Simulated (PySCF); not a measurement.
C5H9O2 (SMILES [CH2]C(C)OC(C)=O), doublet, at a GFN2-xTB geometry; MP2/def2-SVP (PySCF).

Here is a job for PySCF.
```python
from pyscf import gto, scf, mp

mol = gto.M(
    atom='''
C    -1.93226118   -0.87877838   -1.08309144
C    -1.16615806   -0.14511909   -0.07081910
C    -1.75632854    1.22564485    0.26526519
O     0.19073755    0.01307569   -0.54660046
C     1.17683098   -0.11673203    0.33964215
C     2.51978152    0.05901122   -0.32114520
O     1.00976696   -0.36191531    1.50618197
H    -1.44871035   -1.62616847   -1.67889592
H    -2.96093549   -0.64248765   -1.26083837
H    -1.08549622   -0.72327435    0.87341570
H    -1.76997595    1.85092644   -0.62406514
H    -2.77012522    1.10472935    0.63505391
H    -1.15615889    1.71025297    1.03154598
H     2.90572232   -0.92450228   -0.58295465
H     2.41993657    0.65210946   -1.22451736
H     3.21051858    0.52497187    0.37549431
''',
    basis='def2-svp',
    spin=1,
    verbose=4,
)

mf = scf.UHF(mol)
mf.kernel()

pt = mp.MP2(mf)
pt.kernel()
print('E(MP2) = %.10f' % pt.e_tot)
```

The log (banner, timings and long lists left out):

```
PySCF version 2.14.0

[INPUT] verbose = 4
[INPUT] num. atoms = 16
[INPUT] num. electrons = 55
[INPUT] charge = 0
[INPUT] spin (= nelec alpha-beta = 2S) = 1
[INPUT] symmetry False subgroup None
[INPUT] Mole.unit = angstrom
[INPUT] Symbol           X                Y                Z      unit          X                Y                Z       unit  Magmom
[INPUT]  1 C     -1.932261180000  -0.878778380000  -1.083091440000 AA   -3.651444431329  -1.660650462389  -2.046746189461 Bohr   0.0
[INPUT]  2 C     -1.166158060000  -0.145119090000  -0.070819100000 AA   -2.203719351354  -0.274235335546  -0.133828703388 Bohr   0.0
[INPUT]  3 C     -1.756328540000   1.225644850000   0.265265190000 AA   -3.318979925357   2.316133092484   0.501278559481 Bohr   0.0
[INPUT]  4 O      0.190737550000   0.013075690000  -0.546600460000 AA    0.360441731171   0.024709472990  -1.032925168961 Bohr   0.0
[INPUT]  5 C      1.176830980000  -0.116732030000   0.339642150000 AA    2.223888247104  -0.220591566665   0.641830643858 Bohr   0.0
[INPUT]  6 C      2.519781520000   0.059011220000  -0.321145200000 AA    4.761696966540   0.111515044076  -0.606876474219 Bohr   0.0
[INPUT]  7 O      1.009766960000  -0.361915310000   1.506181970000 AA    1.908183004035  -0.683920816187   2.846271417058 Bohr   0.0
[INPUT]  8 H     -1.448710350000  -1.626168470000  -1.678895920000 AA   -2.737665795323  -3.073013040703  -3.172653480450 Bohr   0.0
[INPUT]  9 H     -2.960935490000  -0.642487650000  -1.260838370000 AA   -5.595357148605  -1.214125696915  -2.382639206643 Bohr   0.0
[INPUT] 10 H     -1.085496220000  -0.723274350000   0.873415700000 AA   -2.051290565051  -1.366790434423   1.650516465895 Bohr   0.0
[INPUT] 11 H     -1.769975950000   1.850926440000  -0.624065140000 AA   -3.344769792567   3.497744048316  -1.179312198488 Bohr   0.0
[INPUT] 12 H     -2.770125220000   1.104729350000   0.635053910000 AA   -5.234777996551   2.087635913269   1.200077964234 Bohr   0.0
[INPUT] 13 H     -1.156158890000   1.710252970000   1.031545980000 AA   -2.184823658581   3.231909717024   1.949339387096 Bohr   0.0
[INPUT] 14 H      2.905722320000  -0.924502280000  -0.582954650000 AA    5.491019378836  -1.747056110736  -1.101624631542 Bohr   0.0
[INPUT] 15 H      2.419936570000   0.652109460000  -1.224517360000 AA    4.573017356119   1.232308282638  -2.314002445175 Bohr   0.0
[INPUT] 16 H      3.210518580000   0.524971870000   0.375494310000 AA    6.067000834028   0.992053057401   0.709581407233 Bohr   0.0

nuclear repulsion = 310.932124447775
number of shells = 69
number of NR pGTOs = 231
number of NR cGTOs = 143
basis = def2-svp
ecp = {}

******** <class 'pyscf.scf.uhf.UHF'> ********
method = UHF
initial guess = minao
damping factor = 0
level_shift factor = 0
DIIS = <class 'pyscf.scf.diis.CDIIS'>
diis_start_cycle = 1
diis_space = 8
diis_damp = 0
SCF conv_tol = 1e-09
SCF conv_tol_grad = None
SCF max_cycles = 50
direct_scf = True
direct_scf_tol = 1e-13
number electrons alpha = 28  beta = 27
Set gradient conv threshold to 3.16228e-05
init E= -345.244082627033

cycle= 1 E= -343.824456906196  delta_E= 1.42  |g|= 0.617  |ddm|= 2.75
cycle= 2 E= -343.955043871157  delta_E= -0.131  |g|= 0.404  |ddm|= 0.815
cycle= 3 E= -344.016086393406  delta_E= -0.061  |g|= 0.0698  |ddm|= 0.359
cycle= 4 E= -344.019662682157  delta_E= -0.00358  |g|= 0.0308  |ddm|= 0.109
cycle= 5 E= -344.020257510737  delta_E= -0.000595  |g|= 0.0101  |ddm|= 0.0385
cycle= 6 E= -344.020397669767  delta_E= -0.00014  |g|= 0.00518  |ddm|= 0.0204
cycle= 7 E= -344.020438804405  delta_E= -4.11e-05  |g|= 0.00179  |ddm|= 0.0131
cycle= 8 E= -344.020443851725  delta_E= -5.05e-06  |g|= 0.000632  |ddm|= 0.00449
cycle= 9 E= -344.0204445072  delta_E= -6.55e-07  |g|= 0.00026  |ddm|= 0.00156
cycle= 10 E= -344.020444613584  delta_E= -1.06e-07  |g|= 0.000116  |ddm|= 0.000618
cycle= 11 E= -344.020444635139  delta_E= -2.16e-08  |g|= 4.18e-05  |ddm|= 0.00031
cycle= 12 E= -344.02044463801  delta_E= -2.87e-09  |g|= 2.35e-05  |ddm|= 9.4e-05
cycle= 13 E= -344.020444638784  delta_E= -7.75e-10  |g|= 1.2e-05  |ddm|= 5.54e-05
Extra cycle  E= -344.020444638938  delta_E= -1.54e-10  |g|= 8.57e-06  |ddm|= 1.76e-05
converged SCF energy = -344.020444638938  <S^2> = 0.76182683  2S+1 = 2.0117921

******** <class 'pyscf.mp.ump2.UMP2'> ********
nocc = (np.int64(28), np.int64(27)), nmo = (143, 143)
E(UMP2) = -345.067967598673  E_corr = -1.04752295973478
E(SCS-UMP2) = -345.050696710913  E_corr = -1.03025207197467
E_corr(same-spin) = -0.261664015046607
E_corr(oppo-spin) = -0.78585894468817
E(MP2) = -345.0679675987
```
